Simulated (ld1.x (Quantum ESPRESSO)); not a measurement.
# Logarithmic derivatives: In (Z = 49), RRKJ

- Element: In (Z = 49)
- Generator: ld1.x (Quantum ESPRESSO) 7.5
- Type: norm-conserving RRKJ (Kleinman–Bylander form)
- Functional: PBE
- Relativity: scalar-relativistic
- Frozen core: [Kr]
- Valence charge: 13
- Reference configuration: 4d10 5s2 5p1
- Partial waves: 5s (bound): rc 1.95 bohr; 5p (bound): rc 2.25 bohr; 4d (bound): rc 1.50 bohr
- Local potential: all-electron potential smoothed inside 1.80 bohr (lloc = -2)
- Core correction: Bessel-smoothed model core inside 1.50 bohr
- rho0: 0.01

The phase is arctan(r·u′/u) with u = r·R(r), unwrapped; energies in Ry, scanned from -3 to 5 Ry. A pole is an energy at which the radial function vanishes at the test radius. The pseudo phase is shifted by a multiple of π to meet the all-electron one at the reference energy, and phase errors are pseudo minus all-electron; the curves can meet again beyond the range given. Levels narrower than the energy grid can be missing from the lists of poles.

```csv
channel,radius (bohr),reference energy (Ry),"poles, all-electron","poles, pseudo",unbroken range about the reference energy with phases within 0.05 rad,phase error 1 Ry above the reference energy (rad)
s,2.46,-0.60,1.51,"1.01, 2.46",below 0.9,-0.019
p,2.46,-0.19,2.89,2.29,below 2.0,-0.025
d,2.46,-1.37,-1.21,-1.21,below 1.2,+0.004
```

Phases in the s channel:

```json
{"E (Ry)": "-3.00", "all-electron": "1.262", "pseudo": "1.259"}
{"E (Ry)": "-2.52", "all-electron": "1.210", "pseudo": "1.206"}
{"E (Ry)": "-2.04", "all-electron": "1.124", "pseudo": "1.119"}
{"E (Ry)": "-1.56", "all-electron": "0.956", "pseudo": "0.950"}
{"E (Ry)": "-1.08", "all-electron": "0.530", "pseudo": "0.524"}
{"E (Ry)": "-0.60", "all-electron": "-0.472", "pseudo": "-0.472"}
{"E (Ry)": "-0.12", "all-electron": "-1.126", "pseudo": "-1.133"}
{"E (Ry)": "0.36", "all-electron": "-1.365", "pseudo": "-1.383"}
{"E (Ry)": "0.84", "all-electron": "-1.479", "pseudo": "-1.522"}
{"E (Ry)": "1.32", "all-electron": "-1.549", "pseudo": "-1.723"}
{"E (Ry)": "1.80", "all-electron": "-1.600", "pseudo": "-4.530"}
{"E (Ry)": "2.28", "all-electron": "-1.642", "pseudo": "-4.687"}
{"E (Ry)": "2.76", "all-electron": "-1.682", "pseudo": "-4.745"}
{"E (Ry)": "3.24", "all-electron": "-1.724", "pseudo": "-4.787"}
{"E (Ry)": "3.72", "all-electron": "-1.774", "pseudo": "-4.826"}
{"E (Ry)": "4.20", "all-electron": "-1.841", "pseudo": "-4.868"}
{"E (Ry)": "4.68", "all-electron": "-1.946", "pseudo": "-4.919"}
```
